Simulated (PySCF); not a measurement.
CF3, SMILES F[C](F)F (connectivity only; charge and spin as stated), charge +1, multiplicity 1.

Geometry: TPSSh-D3(BJ)/def2-TZVP. The multiplicity is an assumed one; other spin states were not compared. The isomer is the one that the SMILES or the coordinates give; other isomers of the formula were not compared.

Calculation: TDDFT-PBE/def2-SVPD (PySCF).

Vertical excitations; the highest root listed may be one member of a degenerate set.  State labels are in the subgroup C2v.

Computed excitation energies, oscillator strengths and character:
```csv
state,symmetry,energy (eV),λ (nm),f,main pairs
S1,A2,7.78,159,0.000,HOMO→LUMO 100 %
S2,B2,9.25,134,0.000,HOMO−3→LUMO (degenerate set)
S3,A2,9.25,134,0.000,HOMO−4→LUMO (degenerate set)
S4,B1,10.47,118,0.127,HOMO−1→LUMO (degenerate set)
S5,A1,10.47,118,0.127,HOMO−2→LUMO (degenerate set)
S6,B1,11.96,104,0.000,HOMO→LUMO+1 100 %
S7,A2,13.12,94,0.000,HOMO−1→LUMO+1 (degenerate set)
S8,B2,13.12,94,0.000,HOMO−2→LUMO+1 (degenerate set)
S9,A2,13.47,92,0.000,HOMO−6→LUMO (degenerate set)
S10,B2,13.47,92,0.000,HOMO−7→LUMO (degenerate set)
T1,A2,7.41,167,0,HOMO→LUMO 100 %
T2,B1,8.29,150,0,HOMO−1→LUMO (degenerate set)
T3,A1,8.29,150,0,HOMO−2→LUMO (degenerate set)
T4,B2,8.90,139,0,HOMO−3→LUMO 100 %
```
Triplets are in the Tamm–Dancoff approximation, which puts them higher than full response would, so one can lie above its singlet here.
